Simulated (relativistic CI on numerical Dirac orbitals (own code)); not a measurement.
# One change at a time: Xe45+

Base calculation: Dirac-Coulomb-Breit CI, KLI orbitals optimised for each configuration, model QED (radiative potential, 1s self-energy scaled to tabulated hydrogen-like ionisation energies), unscaled Slater integrals.

CI space (outside the closed core 1s2): 2s2 2p5, 2s 2p6, 2p6 3s, 2p6 3p, 2p6 3d, 2s2 2p4 3s, 2s2 2p4 3p, 2s2 2p4 3d, 2s 2p5 3s, 2s 2p5 3p, 2s 2p5 3d, 2s2 2p4 4s, 2s2 2p4 4p, 2s2 2p4 4d, 2s2 2p4 4f, 2s 2p5 4s. Levels of other configurations are missing.

The lowest level and the first level of each name with at least 55 % of one term (blank where a level has no safe partner in the second run):

```csv
Level,Base (eV),Shift (eV)
2s2 2p5 2P°_3/2,0.00,0.00
2s2 2p5 2P°_1/2,335.23,-0.01
2s 2p6 2S_1/2,641.11,+0.29
2s2 2p4 3s 4P_5/2,4320.28,+0.34
2s2 2p4 3s 2P_3/2,4327.84,+0.41
2s2 2p4 3s 2S_1/2,4361.00,+0.07
2s2 2p4 3p 2P°_1/2,4444.01,0.00
2s2 2p4 3p 4D°_7/2,4497.73,+0.32
2s2 2p4 3d 4F_9/2,4619.76,+0.31
2s2 2p4 3d 2D_3/2,4633.20,+0.13
2s2 2p4 3s 4P_3/2,4656.12,+0.68
2s2 2p4 3s 2P_1/2,4660.74,+0.88
2s2 2p4 3s 2D_3/2,4675.82,+0.78
2s2 2p4 3p 2F°_7/2,4846.85,+0.67
2s 2p5 3s 4P°_5/2,4920.54,+0.22
2s2 2p4 3d 4D_1/2,4925.14,+0.70
2s 2p5 3s 2P°_3/2,4936.26,+0.31
2s2 2p4 3d 4F_5/2,4939.11,+0.72
2s2 2p4 3d 2G_7/2,4947.70,+0.65
2s2 2p4 3d 2G_9/2,4968.61,+0.69
2s 2p5 3s 2P°_1/2,4980.36,+0.15
```

At this charge energies of transitions that change n are usually good to better than 1 %, and those within a shell (Δn = 0) to a few per cent.

Q: One thing was changed in a second run, which moved the levels as shown. Which?
A. Breit term removed
B. QED terms removed
C. configuration mixing switched off
D. one mean potential for all configurations

A: D. One mean potential for all configurations. One potential for all configurations removes the relaxation of the orbitals, which moves whole configurations and changes the integrals a little.

LS names give the leading component of a level, which can be under half, so a name can repeat, a term be missing and a line seem to break the LS rules.
